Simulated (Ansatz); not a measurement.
The same path of a periodic cell of 17 atoms, TiSi16 (host Si, host structure diamond, interstitial Ti) was run twice with different band settings. Lost on the way: Si1–Ti17, Si2–Ti17, Si4–Ti17, Si10–Ti17. Made: Si3–Ti17, Si9–Ti17, Si11–Ti17, Si12–Ti17.

Theory: Ansatz 0.2.0, DFT PBEsol, scalar-relativistic, plane waves, PAW. Settings: PAW set soft_1, cutoff 420 eV, k mesh 2x2x2, gaussian smearing 0.05 eV, no spin polarisation.

Relaxed end points:

```xyz
17
Lattice="0.0000 5.4300 5.4300 5.4300 0.0000 5.4300 5.4300 5.4300 0.0000" Properties=species:S:1:pos:R:3
Si -0.044 0.044 -0.044
Si 1.355 1.390 1.360
Si 2.730 2.698 -0.015
Si 4.039 4.074 1.358
Si 2.759 0.044 2.759
Si 4.072 1.358 4.073
Si 5.386 2.671 2.759
Si 6.786 4.074 4.106
Si -0.019 2.698 2.734
Si 1.356 4.072 4.041
Si 2.730 5.447 2.734
Si 4.070 6.788 4.075
Si 2.758 2.671 5.386
Si 4.103 4.072 6.789
Si 5.411 5.447 5.415
Si 6.787 6.755 6.787
Ti 6.786 9.503 6.789
```

```xyz
17
Lattice="0.0000 5.4300 5.4300 5.4300 0.0000 5.4300 5.4300 5.4300 0.0000" Properties=species:S:1:pos:R:3
Si -0.002 0.001 -0.003
Si 1.339 1.341 1.338
Si 2.714 2.715 0.031
Si 4.088 4.090 1.339
Si 2.713 0.033 2.713
Si 4.087 1.342 4.087
Si 5.396 2.717 2.713
Si 6.743 4.116 4.115
Si 0.032 2.715 2.713
Si 1.340 4.089 4.087
Si 2.715 5.398 2.714
Si 4.115 6.745 4.114
Si 2.714 2.716 5.396
Si 4.115 4.116 6.743
Si 5.429 5.431 5.429
Si 6.744 6.745 6.744
Ti 8.144 8.146 8.143
```

Common settings: climbing image yes; force threshold 0.05 eV/Å; end points relaxed.

| run | movable images | spring | optimiser | start path | iteration limit | theory |
| --- | --- | --- | --- | --- | --- | --- |
| 1 | 7 | 2.0 to 10.0 eV/Å², energy-weighted | fire | IDPP | 34 | DFT PBEsol, scalar-relativistic, plane waves, PAW PAW set soft_1, cutoff 420 eV, k mesh 2x2x2, gaussian smearing 0.05 eV, no spin polarisation |
| 2 | 3 | 5.0 eV/Å² | quadratic models (default) | default | 50 | DFT PBEsol, scalar-relativistic, plane waves, PAW PAW set soft_1, cutoff 300 eV, k mesh 2x2x2, gaussian smearing 0.05 eV, no spin polarisation |

(1) What does each run give, and how far can it be trusted?

Answers

(1) Run 1: converged after 34 iterations, highest image 1.739 eV above the first end. By the program's own check the climbing image is of a kind that is not told: the force calls were inconclusive, a negative curvature could not be distinguished from the path's own, the only one lies far off the path, or fixed occupations may fill a level only in part (lowest curvatures found: -4.76 and 0.01 eV/Å²).
Run 2: converged after 7 iterations, highest image 1.734 eV above the first end. Neighbouring images differ by up to 1.3 eV, so the band resolves the path poorly. The order of the stationary point at the top wasn't checked. The plane-wave cutoff is below what these datasets need, so energies and pressures aren't converged.
Limits of this set-up: coarse k mesh, PAW files made for another functional, a small cell, in which the defect meets its images.
